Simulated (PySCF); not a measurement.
Nuclear quadrupole coupling in `S[SiH2]O[SiH2]S[SiH2]S`

Species: H8OS3Si3.
Geometry (GFN2-xTB, Å), atoms numbered from 1 in this order:
```
atom  x, y, z in Å
S1     3.7170   -1.5185   -0.5936
Si2    2.9085    0.3576    0.0512
O3     1.4289    0.4110   -0.5889
Si4   -0.0821   -0.1222   -0.7527
S5    -1.1280    0.6690    0.9462
Si6   -3.0977   -0.1366    0.6864
S7    -3.9204    0.4016   -1.2205
H8     4.9064   -1.3750   -0.0288
H9     2.8386    0.3694    1.5026
H10    3.6092    1.4601   -0.5818
H11   -0.5454    0.5056   -1.9757
H12   -0.1313   -1.5734   -0.6974
H13   -3.8636    0.4687    1.7581
H14   -3.0860   -1.5857    0.6548
H15   -3.5583    1.6763   -1.1930
```

Field gradients from the PBE0/pcSseg-1 density (PySCF, non-relativistic), principal values in atomic units, ordered |Vxx| ≤ |Vyy| ≤ |Vzz|:

```json
{"atom": "S1", "Vxx": "0.2579", "Vyy": "1.9002", "Vzz": "-2.1581"}
{"atom": "O3", "Vxx": "-0.5080", "Vyy": "-0.5590", "Vzz": "1.0670"}
{"atom": "S5", "Vxx": "0.3018", "Vyy": "1.2607", "Vzz": "-1.5625"}
{"atom": "S7", "Vxx": "0.2147", "Vyy": "1.8312", "Vzz": "-2.0459"}
```

**Question.** Find the asymmetry η = (Vxx − Vyy)/Vzz and the couplings χ = eQV/h (234.96 MHz × Q in barn × V in au), with Q(33S) = −0.0678 b, Q(17O) = −0.0256 b.

**Answer.** 
| atom | environment | nucleus | η | χzz (MHz) | χxx (MHz) | χyy (MHz) |
| --- | --- | --- | --- | --- | --- | --- |
| S1 | sulfur bonded to Si and H | 33S | 0.76 | 34.38 | -4.11 | -30.27 |
| O3 | siloxane oxygen | 17O | 0.05 | -6.42 | 3.06 | 3.36 |
| S5 | sulfur bonded to 2 Si | 33S | 0.61 | 24.89 | -4.81 | -20.08 |
| S7 | sulfur bonded to Si and H | 33S | 0.79 | 32.59 | -3.42 | -29.17 |

**Question.** What is Vzz at O3 in SI units (1 au = 9.71736 × 10²¹ V/m²)?

**Answer.** 1.0670 au = 10.368 × 10²¹ V/m².

**Question.** And the gradient at the other heavy atoms, for which no coupling is worked out here?

**Answer.** 
```tsv
atom	environment	Vzz (au)	η
Si2	oxygen-bound silicon	-0.613	0.69
Si4	oxygen-bound silicon	-0.651	0.64
Si6	SiH2 silicon	-0.625	0.70
```

Were the hydrogens deuterons (Q(2H) = 0.00286 b), χzz would run from 110 kHz (H9 and H12) to 175 kHz (H8).

One conformer (not necessarily the lowest) at the GFN2-xTB geometry, without solvent, vibrations or thermal averaging. GFN2-xTB bond lengths can be off by several hundredths of an ångström, more for odd bonds, and the gradients follow them. With so small a basis the couplings can be 20 % off.
